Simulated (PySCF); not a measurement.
An unknown shows these calculated signals:

1H NMR (300 MHz, computed): δ 7.78 (q, 1H), 2.49 (q, 2H), 2.15 (d, 3H), 0.95 (t, 3H).

13C{1H} NMR (computed): δ 176.3 (C), 160.5 (CH), 144.6 (C), 24.1 (CH2), 19.0 (CH3), 16.6 (CH3).

[PySCF 2.14.0 with density-fitted response routines: shieldings: GIAO PBE0/pcSseg-1; coordinates at the GFN2-xTB level; non-relativistic Hamiltonian; rapidly exchanging positions averaged; one conformer; isolated molecule]

Chemical shifts δ = σref − σ; 1H, 13C against TMS, all at this level.

Problem. Which of these does the molecule contain: a CH3CH2 unit, a nitrile, an aldehyde, an OH group, a non-aromatic C=C double bond?

Solution. 
- A CH3CH2 unit: yes (δC 16.6, 24.1; δH 0.95 (t), 2.49 (q)).
- A nitrile: no.
- An aldehyde: no.
- An OH group: no.
- A non-aromatic C=C double bond: yes.

The data belong to `O=C(/C(=C/C)CC)Cl`, C6H9ClO; they needn't prove each group on their own.

Carbon signals by region: 2 in the far downfield region (above 160 ppm), 1 in the sp2 and nitrile region (100–160 ppm), 3 below 50 ppm. Above 160 ppm: 176.3, carbonyl carbon, 160.5, β carbon of a C=C–C=O unit.

Carbons that carry Cl, above all several Cl atoms, come out too deshielded, partly because spin–orbit coupling is missing. Shifts are as computed. Against solution values, carbons near 30 ppm lie about +3 ppm off and those near 130 ppm about +5 ppm; carbons on Cl a further +6 ppm. Of 1211 compounds with measured shifts, 218 miss one by over three times the rms of a fit or turn the order of signals round; such compounds aren't used in these exercises. Multiplicities follow the n + 1 count of equivalent neighbours, as no J values were calculated; m marks all less simple cases, F and P coupling included.
